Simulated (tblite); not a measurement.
C8H12BF.
Structure used (GFN2-xTB), in Å, numbered top down from 1:
```xyz
22
C8H12BF angstrom
C      3.590   -1.538   -2.300
C      2.795   -1.270   -1.441
C      1.877   -1.010   -0.400
F      1.800   -1.998    0.536
C      1.131    0.089   -0.288
C      0.144    0.361    0.802
C      0.332    1.790    1.323
B     -1.318    0.009    0.245
C     -2.434    1.114    0.147
C     -1.625   -1.463   -0.220
H      4.279   -1.747   -3.063
H      1.235    0.841   -1.057
H      0.358   -0.334    1.623
H     -0.365    1.992    2.132
H      0.161    2.517    0.533
H      1.344    1.930    1.700
H     -2.694    1.486    1.137
H     -2.087    1.984   -0.410
H     -3.352    0.766   -0.320
H     -1.832   -1.479   -1.290
H     -0.825   -2.174   -0.033
H     -2.526   -1.846    0.258
```

Calculated harmonic vibrations of the isolated species, GFN2-xTB (tblite), most abundant isotopes, no scaling. Errors from tens to a few hundred cm⁻¹ against measured bands are possible. One conformer, not necessarily the lowest. The optimisation stopped once no atom felt more than 0.01 eV/Å.

Lowest wavenumbers of the output (negative numbers stand for imaginary wavenumbers):
```
mode    cm-1
  1     -27.3
  2      49.4
  3      59.6
  4      70.9
  5      88.3
  6     112.1
  7     175.3
  8     199.8
```

Question: Is this structure a minimum?

Answer: Not by this Hessian. 1 mode is imaginary beyond 20i (27i cm⁻¹), so at this level the point lies at or near a first-order saddle. The curvature is small, so loose convergence or finite differences may be the whole cause.

Question: Which atoms move in the imaginary mode?

Answer: 27i: C9 (sp3 carbon bound to boron) 32 %, C10 (sp3 carbon bound to boron) 17 %, H18 (methyl hydrogen) 11 %. These are shares of the mass-weighted motion.

Question: What is the remedy?

Answer: Step along that mode in both directions, optimise again with tighter thresholds and repeat the frequencies. The zero-point energy of this point (109.4 kcal/mol) counts the 59 real modes alone, and thermal corrections from it aren't those of a minimum.

The run took 0.97 s on one thread of an Arm Neoverse V1, no GPU, on a shared host. The figure is for the frequency step alone.
